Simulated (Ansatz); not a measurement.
Cost and result for the atomization energy of CH5BSe (`B[Se]C`) (8 atoms, 7 bonds).

```csv
atom,x (Å),y (Å),z (Å)
B1,-1.1055,-0.6609,1.0635
Se2,-0.8918,-0.3413,-0.7812
C3,0.8578,0.5173,-0.8641
H4,-0.2558,-0.3390,1.8361
H5,-2.1205,-1.1916,1.3923
H6,1.2577,0.5983,0.1440
H7,0.7422,1.5053,-1.3058
H8,1.5159,-0.0880,-1.4848
```

Total charge 0; spin multiplicity 1. Correlated methods include outer-core shells of Se, which these sets cover unevenly. Scalar relativity is left out up to krypton. Geometry: relaxed with PBE0-D4/def2-TZVP. Program: Ansatz. Hardware: A = 2 threads of a server CPU on a shared host; B = 2 threads of an AMD EPYC 7R13 on a shared host and a share of an NVIDIA H100 80 GB. Times are those of one run each, without the atoms' runs, and a repeat can differ threefold. Electronic energies, without spin–orbit coupling; frozen cores. CCSD(T)/CBS adds CCSD(T) − MP2 in def2-TZVPP to the MP2 limit, and its time is that of the two runs behind it. T1 = 0.013. With those shells the extrapolation isn't a true limit. B3LYP takes the VWN-RPA correlation (the form of Gaussian; ORCA's B3LYP/G).

CCSD(T)/CBS is a level of theory with its own doubt, some kJ/mol a heavy atom from the limit and from the frozen cores, so smaller differences don't rank the functionals.

```tsv
level	functions	wall time
revPBE-D4/def2-TZVPP [A]	180	2.2 s
PBE-D4/def2-TZVPP (with forces) [A]	180	3 s
PBE0-D4/def2-TZVPP [A]	180	4 s
BHLYP-D4/def2-TZVPP [A]	180	4.3 s
B3LYP-D4/def2-TZVPP (with forces) [A]	180	4.5 s
CAM-B3LYP-D4/def2-TZVPP [A]	180	4.9 s
r2SCAN-D4/def2-TZVPP (with forces) [A]	180	5.5 s
CCSD(T)/def2-TZVPP [B]	180	6 s
B2PLYP/def2-TZVPP [A]	180	6.5 s
CCSD(T)/def2-SVP [A]	85	7 s
PBE-QIDH/def2-TZVPP [A]	180	9 s
CCSD(T)/def2-QZVPP [B]	353	18 s
CCSD(T)/CBS(def2)	–	24 s
```

What atomization energy does each give, and how far from CCSD(T)/CBS? (Estimate.)

Ansatz gave: 
```
                                 level  atomization (kcal/mol)  difference from CCSD(T)/CBS  per bond
              revPBE-D4/def2-TZVPP [A]                   647.6                         -3.4      -0.5
   PBE-D4/def2-TZVPP (with forces) [A]                   661.0                         10.0       1.4
                PBE0-D4/def2-TZVPP [A]                   653.6                          2.6       0.4
               BHLYP-D4/def2-TZVPP [A]                   639.3                        -11.7      -1.7
 B3LYP-D4/def2-TZVPP (with forces) [A]                   653.0                          2.0       0.3
           CAM-B3LYP-D4/def2-TZVPP [A]                   652.8                          1.8       0.2
r2SCAN-D4/def2-TZVPP (with forces) [A]                   655.5                          4.5       0.6
                CCSD(T)/def2-TZVPP [B]                   637.1                        -13.9      -2.0
                 B2PLYP/def2-TZVPP [A]                   645.9                         -5.1      -0.7
                  CCSD(T)/def2-SVP [A]                   618.8                        -32.2      -4.6
               PBE-QIDH/def2-TZVPP [A]                   649.3                         -1.7      -0.2
                CCSD(T)/def2-QZVPP [B]                   644.5                         -6.5      -0.9
                     CCSD(T)/CBS(def2)                   651.0                          0.0       0.0
```

From r2SCAN to r2SCAN0 (25 % exact exchange), in def2-TZVPP and without D4, the atomization energy moves by −7.0 kcal/mol: exact exchange takes away binding that semilocal exchange gives to molecules. The D4 term adds +5.0 kcal/mol with B3LYP and +2.6 kcal/mol with PBE0; it sums over pairs of atoms, weighted by their polarisabilities, and B3LYP, whose exchange is more repulsive, gets the larger term. In def2-TZVPP, CCSD(T) changes the Hartree–Fock value by +144.4 kcal/mol (the triples alone add +8.4 kcal/mol) and MP2 by +149.1 kcal/mol; breaking electron pairs costs correlation energy, which Hartree–Fock lacks.
